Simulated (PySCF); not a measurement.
A GIAO shielding run with PySCF 2.14 (density fitting, non-relativistic, gas phase) on SMILES FC[Si@H](SCCC)C, C$_{5}$H$_{13}$FSSi:

```
$ OMP_NUM_THREADS=1 python probes_run.py task.json out

{"job": {"kind": "nmr", "xc": "PBE0", "basis": "pcSseg-1"}, "charge": 0, "multiplicity": 1}
C      3.264733    -0.301419     0.239595
C      1.862927    -0.330017     0.837722
C      1.168115     1.008090     0.658654
S     -0.483965     1.062674     1.441058
Si    -1.586672    -0.329328     0.225317
C     -1.229683    -0.077756    -1.622710
C     -3.419865     0.069454     0.598831
F     -4.227466    -0.858902    -0.027366
H      3.876230     0.449815     0.733922
H      3.221528    -0.064319    -0.821369
H      3.745175    -1.269312     0.357481
H      1.273489    -1.113636     0.355574
H      1.918588    -0.562133     1.902600
H      1.732429     1.802358     1.146214
H      1.048365     1.257001    -0.394539
H     -1.307199    -1.703747     0.651153
H     -0.251902    -0.461860    -1.900506
H     -1.262845     0.975016    -1.896387
H     -1.968636    -0.598368    -2.224583
H     -3.650549     0.014245     1.664386
H     -3.731719     1.049086     0.229186
```

Hardware: 1 thread of an Arm Neoverse N1, shared host. The job also computes population analyses, field gradients.

(1) How large is the calculation?

(2) How long does it take, and how much memory does it need?

## Answers

(1) 82 electrons, 215 basis functions and 1160 auxiliary functions.

(2) 91 s of wall time, with 12 SCF cycles and 4 response iterations; peak memory 0.96 GiB. Times on a shared host scatter by some tens of per cent.
